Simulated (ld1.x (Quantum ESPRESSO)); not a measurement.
mercury (Hg): excitation energies, all-electron against TM

ld1.x (Quantum ESPRESSO) 7.5 input, shortened:

```
&input
   title='Hg', zed=80., rel=1, dft='PZ', iswitch=3,
   config='[Xe] 4f14 5d10 5f-2 6s1.75 6p0.25'
 /
 &inputp
   pseudotype=2, tm=.true., lloc=0,
   nlcc=.false.
 /
4
5P  2  1   6.00   0.00  1.40  1.40  0.0
5D  3  2  10.00   0.00  2.00  2.00  0.0
5F  4  3  -2.00   0.40  1.70  1.70  0.0
5S  1  0   2.00   0.00  1.05  1.05  0.0
 &test
   configts(1)='5s2 5p6 5d10 6s1.75 6p0.25'
 /
```

Occupied shells without a wave of their own: 6p, 6s. They enter only through the test configuration that unscreens the potential.

Energies are relative to the spin-unpolarised reference configuration 5s2 5p6 5d10 6s1.75 6p0.25; without spin polarisation the order of configurations can differ from experiment. Spin-polarised rows fill each open shell by Hund’s rule, majority spin first.

```csv
valence configuration,charge,ΔE all-electron (eV),error AE − PS (meV)
5s2 5p6 5d10 6s2 6p0,0,-1.496,+52
5s2 5p6 5d10 6s0 6p1,+1,17.091,-495
5s2 5p6 5d10 6s1.5 6p0,+0.5,3.030,-83
5s2 5p6 5d9 6s2 6p1,0,8.859,+128
5s2 5p6 5d8 6s0 6p0,+4,114.796,-1143
5s2 5p6 5d10 6s1.75 6p0.25 (spin-polarised),0,-0.027,0.0
5s2 5p6 5d10 6s1 6p0 (spin-polarised),+1,9.390,-248
```

What are ΔE and the potential's error for 5s2 5p6 5d10 6s0 6p0?

ΔE = 28.948 eV all-electron; the error (AE − PS) is -668 meV.

What are ΔE and the potential's error for 5s2 5p6 5d10 6s1 6p0?

ΔE = 9.552 eV all-electron; the error (AE − PS) is -247 meV.

Levels in the configuration 5s2 5p6 5d10 6s0 6p0:

```
level  all-electron (eV)  pseudo (eV)
   5s           -137.872     -138.147
   5p            -86.106      -86.362
   5d            -29.072      -29.278
```

The 6p, 6s levels have no wave, so the channel is fitted at the deeper level alone: the likely source of the large errors.
